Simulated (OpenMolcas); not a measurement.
**Tm2+: moving the ligands**

Tm2+ with 6 ligands (bromide) in tetragonal octahedral coordination (D4h) at 2.94 Å, the axial distance 2.999 Å. A charge of +0.667 e stands 3.2 Å behind each ligand. Ligand basis ANO-RCC-VDZP.
```
Tm    0.0000    0.0000    0.0000
Br    2.9400    0.0000    0.0000
Br    0.0000    2.9400    0.0000
Br   -2.9400    0.0000    0.0000
Br    0.0000   -2.9400    0.0000
Br    0.0000    0.0000    2.9988
Br    0.0000    0.0000   -2.9988
```

| Quantity | Value |
| --- | --- |
| Program | OpenMolcas |
| Method | SS-CASPT2, IPEA 0.25 Eh, imaginary shift 0.1 Eh (closed shells correlated: 5s 5p and the ligand valence shells) |
| Basis | ANO-RCC-VDZP [7s6p4d2f1g] |
| Scalar Hamiltonian | DKH2, point nucleus |
| Active space | 13 electrons in 7 orbitals (4f) |
| State averaging | 2S+1 = 2 odd, 7 roots |
| Spin-orbit coupling | state interaction with AMFI integrals over the reference wave functions |

Runs around this geometry, states (labels of D4, the rotations of D4h). Energies in cm-1 above the lowest state or level, χT in cm3 K/mol.

```
R (Å)  Ground state  First state of that spin  First gap with spin-orbit (degeneracies)  Width of lowest J  χT at 300 K
 2.86            2E                    2A2 66                                 58 (2, 2)                153        2.553
 2.94            2E                    2A2 72                                 88 (2, 2)                160        2.553
 3.07            2E                    2A2 77                                 86 (2, 2)                155        2.556
```

Over all roots computed the reference weight is 0.65 in R = 2.86, 0.65 in R = 2.94, 0.65 in R = 3.07; a low but even weight reflects the number of correlated electrons. Splittings of an f shell from a small cluster at a set distance can be off by tens of per cent, mostly too small. No measured value stands beside these numbers; the geometry was imposed, not optimised, and the real ion may take another.
